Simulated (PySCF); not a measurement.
Simulation results for BH4NSi2, B2ClH3N, CH6AlBN, BFH3NSi

Calculation on a computer-drawn molecule: optimised geometry and harmonic frequencies of an isolated molecule of the commonest isotopes, restricted reference for singlets and unrestricted otherwise, frozen core in MP2. Program: PySCF 2.14.0.

Common to all runs: basis cc-pV(D+d)Z.

(1) BH4NSi2

Start structure:
```xyz
8
BH4NSi2
B     -1.0649    -1.8084     0.2716
N     -1.2360    -0.9215    -0.7259
Si    -1.2817     0.3057    -1.7253
Si     0.0163    -0.2915    -3.4721
H     -1.8619    -2.7336     0.4763
H     -0.0953    -1.8304     0.9382
H     -2.1295     1.3787    -1.2182
H      0.9787     0.8811    -3.5069
```

Settings of this run: charge 0, multiplicity 1 and method HF.

It finds rotational constants 12.83, 2.065, 1.832 GHz; total energy -659.2669 hartree; convergence status largest gradient component 2.599e-05 hartree/bohr.

Drawn bonds:
```tsv
atom	other atom	order
1	2	1
2	3	2
3	4	1
1	5	1
1	6	1
3	7	1
4	8	1
```

Optimised structure:
```xyz
8
BH4NSi2
B     -1.0606    -1.8988     0.3796
N     -1.1611    -0.9134    -0.5866
Si    -1.2312     0.1961    -1.6879
Si    -0.0934    -0.1302    -3.7753
H     -1.8945    -2.7701     0.4536
H     -0.1364    -1.9058     1.1581
H     -2.0022     1.4437    -1.4668
H      0.9050     0.9585    -3.4370
```

Modes:
```tsv
frequency (cm⁻¹)	reduced mass (dalton)
80.77	4.601
124.9	1.074
183.8	5.699
234.1	2.112
277.7	1.446
400.3	6.477
523.5	1.072
714.9	1.184
841.2	1.72
905.9	1.95
997.8	1.389
1091	1.357
1316	1.189
1627	10.6
2150	1.042
2289	1.043
2611	1.052
2658	1.126
```

(2) B2ClH3N

Start structure:
```xyz
7
B2ClH3N
B     -3.2830     1.9605     0.4053
N     -1.9705     2.5950    -0.0191
B     -0.8599     1.8935    -0.2603
Cl     0.4750     1.1239    -0.5782
H     -4.1333     2.6349     0.6326
H     -3.3143     0.7689     0.5374
H     -2.0608     3.5849    -0.0918
```

Here we set charge 1, multiplicity 1 and method HF.

Results for B2ClH3N: rotational constants 37.61, 2.671, 2.494 GHz; total energy -564.8902 hartree; convergence status largest gradient component 3.08e-05 hartree/bohr.

Drawn bonds:
```tsv
atom	other atom	order
1	2	1
2	3	1
3	4	1
1	5	1
1	6	1
2	7	1
```

Optimised structure:
```xyz
7
B2ClH3N
B     -3.2585     1.9437     0.4184
N     -2.0084     2.6173    -0.0057
B     -0.8995     1.9300    -0.2619
Cl     0.4444     1.0607    -0.5690
H     -4.2013     2.6273     0.6271
H     -3.2180     0.7595     0.5173
H     -2.0056     3.6230    -0.1004
```

Modes:
```tsv
frequency (cm⁻¹)	reduced mass (dalton)
145	3.435
267.2	1.337
467.2	4.665
467.7	5.589
701.8	4.79
745	1.134
986.3	1.449
1073	3.299
1093	1.347
1316	1.148
1378	1.326
1751	10.31
2763	1.048
2900	1.138
3724	1.076
```

(3) B2ClH3N

Start structure:
```xyz
7
B2ClH3N
B     -3.2585     1.9437     0.4184
N     -2.0084     2.6173    -0.0057
B     -0.8995     1.9300    -0.2619
Cl     0.4444     1.0607    -0.5690
H     -4.2013     2.6273     0.6271
H     -3.2180     0.7595     0.5173
H     -2.0056     3.6230    -0.1004
```

Here we set charge 1, multiplicity 1 and method MP2.

The calculation gives: rotational constants 34.16, 2.716, 2.516 GHz; total energy -565.3328 hartree; convergence status largest gradient component 2.265e-05 hartree/bohr.

Drawn bonds:
```tsv
atom	other atom	order
1	2	1
2	3	1
3	4	1
1	5	1
1	6	1
2	7	1
```

Optimised structure:
```xyz
7
B2ClH3N
B     -3.2419     1.9408     0.4139
N     -2.0131     2.6645    -0.0087
B     -0.9089     1.9325    -0.2594
Cl     0.3945     0.9943    -0.5484
H     -4.2134     2.5945     0.6336
H     -3.1461     0.7500     0.4974
H     -2.0179     3.6849    -0.1026
```

Modes:
```tsv
frequency (cm⁻¹)	reduced mass (dalton)
125.7	3.31
264.4	1.304
421.5	5.95
429.9	5.473
690.6	4.667
723.6	1.102
931.2	1.365
1040	1.335
1043	3.249
1237	1.198
1286	1.349
1698	10.56
2696	1.048
2842	1.139
3559	1.077
```

(4) CH6AlBN

Start structure:
```xyz
10
CH6AlBN
B     -1.6020    -1.5379     1.3504
N     -0.6012    -0.7322     0.9471
C      0.5726    -0.3370     1.4904
Al     1.5901     0.8375     0.3520
H     -1.4508    -2.1303     2.3421
H     -2.5697    -1.6982     0.6879
H     -0.7678    -0.1779     0.0430
H      0.7659    -0.8875     2.3914
H      0.9745     1.3513    -0.8804
H      3.0266     1.4721     0.6747
```

Settings of this run: charge 0, multiplicity 2 and method HF.

The calculation gives: rotational constants 34.49, 2.417, 2.259 GHz; total energy -362.4069 hartree; spin squared 0.7608; convergence status largest gradient component 2.013e-05 hartree/bohr.

Drawn bonds:
```tsv
atom	other atom	order
1	2	1
2	3	1
3	4	1
1	5	1
1	6	1
2	7	1
3	8	1
4	9	1
4	10	1
```

Optimised structure:
```xyz
10
CH6AlBN
B     -1.6147    -1.6086     1.4363
N     -0.7411    -0.7088     0.8072
C      0.5142    -0.2954     1.2505
Al     1.6924     0.9429     0.3639
H     -1.2933    -2.1089     2.4780
H     -2.6654    -1.8537     0.9109
H     -1.0334    -0.3053    -0.0612
H      0.7738    -0.7676     2.1960
H      1.2238     1.5764    -1.0095
H      3.0821     1.2888     1.0266
```

Modes:
```tsv
frequency (cm⁻¹)	reduced mass (dalton)
127.4	3.302
176.4	2.32
251.9	1.113
386.9	2.956
479.2	1.454
534.4	1.5
617.7	1.133
678.8	1.332
736.1	2.375
831.6	1.117
900.3	1.082
991	1.533
1077	1.364
1160	2.095
1317	1.884
1380	1.276
1396	1.8
1660	1.698
1978	1.046
2001	1.039
2674	1.055
2748	1.132
3281	1.085
3815	1.077
```

(5) BFH3NSi

Start structure:
```xyz
7
BFH3NSi
B     -2.6140    -0.4129     2.1444
N     -1.6947     0.5959     2.2373
Si    -1.4324     2.0402     1.1948
F     -2.5999     1.7794     0.1492
H     -3.4864    -0.3612     1.3137
H     -2.6157    -1.2596     2.9850
H     -1.0457     0.5004     2.9970
```

Settings of this run: charge 0, multiplicity 1 and method HF.

It finds rotational constants 12.29, 4.803, 3.454 GHz; total energy -469.3478 hartree; convergence status largest gradient component 3.537e-05 hartree/bohr.

Drawn bonds:
```tsv
atom	other atom	order
1	2	1
2	3	1
3	4	1
1	5	1
1	6	1
2	7	1
```

Optimised structure:
```xyz
7
BFH3NSi
B     -2.6578    -0.4162     2.1641
N     -1.6807     0.6211     2.2210
Si    -1.4054     2.0082     1.2201
F     -2.6079     1.8232     0.1416
H     -3.4837    -0.4126     1.3014
H     -2.6306    -1.2837     2.9947
H     -1.0227     0.5421     2.9785
```

Modes:
```tsv
frequency (cm⁻¹)	reduced mass (dalton)
156.4	3.347
227.3	4.502
311.6	1.206
436.4	4.577
737.7	4.775
854.1	14.1
864.4	1.093
1007	1.371
1111	1.372
1193	1.931
1361	1.3
1455	1.721
2681	1.059
2777	1.123
3761	1.075
```
